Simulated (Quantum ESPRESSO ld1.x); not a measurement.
Results of a calculation; reference values are marked as such.
Problem. Xe, configuration [Kr] 4d10 5s2 5p(1/2: 2, 3/2: 4) (the NIST ground configuration). Level of theory: Dirac Kohn-Sham, LDA (Slater exchange, Perdew-Zunger correlation), spin-unpolarised, spherical densities, point nucleus (ld1.x of Quantum ESPRESSO 7.5).

Spin-orbit splittings of the eigenvalues, e(l+1/2) - e(l-1/2), with zeta = 2 splitting/(2l+1) and mean radii in bohr:

shell  occ.  splitting (eV)  zeta (eV)  <r> j=l-1/2  <r> j=l+1/2
2p        6           324.2      216.1      0.09624       0.1020
3p        6           61.55      41.03       0.2965       0.3082
3d       10           13.02      5.209       0.2789       0.2826
4p        6               ?          ?       0.7460       0.7743
4d       10           1.996     0.7985       0.8715       0.8826
5p        6           1.268     0.8453        2.228        2.351

Estimate the 4p splitting.

Solution. 12.39 eV (zeta = 8.259 eV).
